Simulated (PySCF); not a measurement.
# Pb(SiH3)2: from a saddle point downhill

PySCF 2.14.0, RKS PBE0, Pb def2-SVP with ECP60, Si def2-SVP, H def2-SVP; non-relativistic Hamiltonian with scalar-relativistic core potentials where named; density fitting; no spin-orbit coupling. Relaxed within the symmetry of its start, the geometry (C2v) is

```xyz
9

Pb    0.0000    0.0000   -0.4722
Si    1.8580    0.0000    1.5430
H     1.6897   -1.2093    2.4163
H     3.2761    0.0000    1.0540
H     1.6897    1.2093    2.4163
Si   -1.8580    0.0000    1.5430
H    -1.6897    1.2093    2.4163
H    -3.2761    0.0000    1.0540
H    -1.6897   -1.2093    2.4163
```

and its lowest harmonic modes are -47, 65, 80, 247, 249, 315 cm⁻¹ (negative: unstable). It was moved along the lowest mode and relaxed again, within the group C2 that the move left.

(1) Where does it end, and how much lower?

(2) How do the contacts change?

(3) Is the end a minimum?

State: singlet.

Answers

(1) In C2, 0.005 eV lower, after 12 steps:
```xyz
9

Pb    0.0000    0.0000   -0.4801
Si    1.8383    0.0495    1.5459
H     1.4726   -0.8156    2.7157
H     3.2326   -0.3155    1.1309
H     1.8832    1.4685    2.0410
Si   -1.8383   -0.0495    1.5459
H    -1.4726    0.8156    2.7157
H    -3.2326    0.3155    1.1309
H    -1.8832   -1.4685    2.0410
```

(2) 
```tsv
contact	saddle (Å)	end (Å)
Pb1–Si2 (SiH3)	2.741	2.736
Pb1–Si6 (SiH3)	2.741	2.736
```


(3) Yes; lowest modes 66, 73, 89, 243, 246, 316 cm⁻¹.
